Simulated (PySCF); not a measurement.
**Removal energies of Al³⁺ from EOM-IP-GCCSD**

Reference: closed-shell Al³⁺, [Ne]; one electron is removed. Calculated with PySCF 2.14, two-component X2C-1e with screened spin-orbit coupling, x2c-TZVPPall-2c with one added diffuse shell each of s, p, d type (6s7p4d1f, 54 functions); frozen nothing; all 98 virtual spinors kept. No Breit or QED terms. Binding energies in eV.

```json
{"level": "1s1/2", "Koopmans": "1630.3"}
{"level": "2s1/2", "Koopmans": "167.91"}
{"level": "2p1/2", "Koopmans": "122.02"}
{"level": "2p3/2", "Koopmans": "121.53"}
```

Q: How does correlation move these levels?

A: 1s1/2: second order 1604.9, EOM-CCSD 1611.0; 2s1/2: second order 163.83, EOM-CCSD 164.59; 2p1/2: second order 118.89, EOM-CCSD 119.62; 2p3/2: second order 118.43, EOM-CCSD 119.16.

For comparison, the ionisation energy of Al³⁺ is 119.99 eV (measured; NIST Atomic Spectra Database, ionization energies).

The screened spin-orbit operator tends to give fine-structure splittings of light species too large.

Gaps of this size point to the basis (6s7p4d1f), which has few functions of high l to correlate and polarise the inner shells.

Where second order misses EOM-CCSD by more than 1 eV, it overshoots the relaxation and correlation of that hole or particle, which higher orders damp.
